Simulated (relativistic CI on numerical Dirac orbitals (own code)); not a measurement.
L2,3 absorption of cobalt in several valence states

Computed multiplet spectra 2p⁶3dⁿ → 2p⁵3dⁿ⁺¹ (Dirac-Coulomb-Breit ions, Slater integrals scaled by 0.8, an assumed crystal field that grows with the charge, no charge transfer; 300 K; Lorentzian 0.4 eV and Gaussian 0.3 eV FWHM at both edges, so that L2 comes out sharper than in experiment). Peaks over 5 % are given in eV from the highest peak in the L3 region of each spectrum (height, largest 100). S of the lowest state is read from ⟨S²⟩, and the branching ratio is the share of L3, cut at the minimum between the edges.

Field parameters in Wybourne normalisation: Oh B⁴₀ = 21Dq, B⁴₄ = √(5/14) B⁴₀. The field is a parameter set, without covalency.

- Co2+ (d7, Oh, 10Dq = 16350 cm⁻¹): S = 1.50, high spin, branching ratio 0.81; peaks -3.8 (68), -2.8 (23), -1.3 (95), 0.0 (100), 1.5 (19), 2.6 (9), 12.1 (7), 13.5 (24), 14.4 (23), 15.1 (24), 16.3 (8)
- Co4+ (d5, Oh, 10Dq = 25900 cm⁻¹): S = 2.49, high spin, branching ratio 0.77; peaks -3.2 (41), -1.6 (9), 0.0 (100), 1.7 (22), 4.2 (6), 12.5 (12), 14.5 (9), 15.8 (15), 17.3 (11)
- Co5+ (d4, Oh, 10Dq = 30650 cm⁻¹): S = 1.14, low spin, branching ratio 0.70; peaks -6.1 (42), -3.8 (47), -2.1 (93), -1.1 (85), 0.0 (100), 1.7 (27), 10.3 (14), 11.7 (43), 12.2 (48), 13.1 (61), 14.5 (21), 15.1 (18), 16.4 (13), 17.8 (6)

Problem. What spin state follows for Co3+ in Oh, 10Dq = 21100 cm⁻¹, and does its branching ratio lie nearer 2/3 or nearer 0.8?

Solution. Co3+ (d6, Oh, 10Dq = 21100 cm⁻¹): S = 0.03, low spin, branching ratio 0.66; peaks -2.4 (7), 0.0 (100), 1.6 (15), 2.4 (29), 14.0 (47), 14.3 (47), 15.9 (13). High-spin states, above all those with an unquenched orbital moment, raise the ratio above the statistical 2/3; low spin and nearly empty shells keep it near or below 2/3.

The centroid of the whole edge, which also moves with the branching ratio, lies at 784.1 (Co2+), 789.2 (Co3+), 791.1 (Co4+), 796.0 (Co5+) eV in this ionic model, in steps of 1.9 to 5.1 eV. Compounds show about 1 to 2 eV a unit and lower energies for the high valences, since ligands screen the charge. The multiplet shape follows the d count and the spin state, and so serves as a fingerprint of valence. Real compounds of Co4+ are mostly low spin, since covalency shrinks the Slater integrals more than this scale does. Co5+ lies at a spin crossover.
